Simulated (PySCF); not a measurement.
PySCF input for ZnHF, SMILES [ZnH][F], B3LYP/pcSseg-2. Coordinates come from a PBE0-D3(BJ)/def2-TZVP optimisation.

```python
import numpy as np
from pyscf import gto, scf, dft
from pyscf.prop.nmr import rks as nmr

mol = gto.M(
    atom='''
    Zn    0.00000000    0.00000000   -0.35599391
    H     0.00000000    0.00000000   -1.86288638
    F     0.00000000    0.00000000    1.39363376
    ''',
    basis='pcSseg-2',
    charge=0,
    spin=0,
    max_memory=1600,
    verbose=3,
)
mf = dft.RKS(mol, xc='b3lyp')
mf.grids.level = 3
mf.conv_tol = 1e-10
mf.max_cycle = 100
mf.kernel()
n = nmr.NMR(mf)
n.verbose = 2
n.max_cycle_cphf = 60
sigma = n.kernel()
print('atom   isotropic/ppm   span/ppm')
for i, s in enumerate(sigma):
    w = np.linalg.eigvalsh((s + s.T) / 2)
    print(f'{mol.atom_symbol(i):2s}{i + 1:3d} {w.mean():14.3f} {w[2] - w[0]:11.3f}')
```

Output:

```
converged SCF energy = -1880.00314496556
atom   isotropic/ppm   span/ppm
Zn  1       1777.716    1118.608
H   2         27.811      19.838
F   3        368.954     181.327
```

The run converged.

Cost: around 13 core-seconds (rough).
